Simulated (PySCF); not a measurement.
PBE0-D3(BJ)/def2-TZVP geometry optimisation, gas phase with PySCF 2.14 and geomeTRIC: Mn(NH2)3, charge 0, multiplicity 5. Start (model start, shaken):

```
10

Mn    0.0000    0.0045   -0.0041
N     1.8116   -0.0068   -0.0149
H     2.4259    0.8401   -0.0074
H     2.4157   -0.8126    0.0053
N    -0.9109    1.5665   -0.0004
H    -1.9122    1.6700   -0.0069
H    -0.5309    2.4908   -0.0276
N    -0.9160   -1.5995    0.0041
H    -0.5000   -2.5129   -0.0377
H    -1.9307   -1.6908    0.0017
```

| step | E − E(start) / kcal mol⁻¹ | largest force / Eh bohr⁻¹ |
| --- | --- | --- |
| 0 | 0.00 | 0.03789 |
| 1 | -8.77 | 0.00790 |
| 2 | -14.54 | 0.01218 |
| 3 | -19.46 | 0.01810 |
| 4 | -23.78 | 0.02425 |
| 5 | -26.31 | 0.01119 |
| 6 | -27.42 | 0.01375 |
| 7 | -28.34 | 0.00779 |
| 8 | -28.71 | 0.00190 |
| 9 | -28.91 | 0.00200 |
| 10 | -28.96 | 0.00129 |
| 11 | -29.00 | 0.00102 |
| 12 | -29.01 | 0.00064 |
| 13 | -29.02 | 0.00036 |

The optimisation met its thresholds. End point:

```
10

Mn   -0.2938    0.0244   -0.1311
N     1.5568   -0.0705   -0.0636
H     2.0166    0.7431    0.3258
H     1.9356   -0.9041    0.3673
N    -0.9119    1.7914   -0.0962
H    -0.8693    2.3971    0.7130
H    -0.9396    2.3856   -0.9151
N    -0.8746   -1.7542   -0.1953
H    -0.3643   -2.4668   -0.7009
H    -1.3031   -2.1970    0.6080
```

Metal–donor distances, start → end: N2 1.812 → 1.854 Å, N5 1.808 → 1.872 Å, N8 1.847 → 1.872 Å.

No frequencies were computed, so the end point may be a saddle point. 1 SCF steps did not converge.

The job took 5.5 min on one thread of Arm Neoverse V2 (shared host), with 174 basis functions and a peak of 0.74 GiB, launched as `OMP_NUM_THREADS=1 python lf_run.py task.json out`.
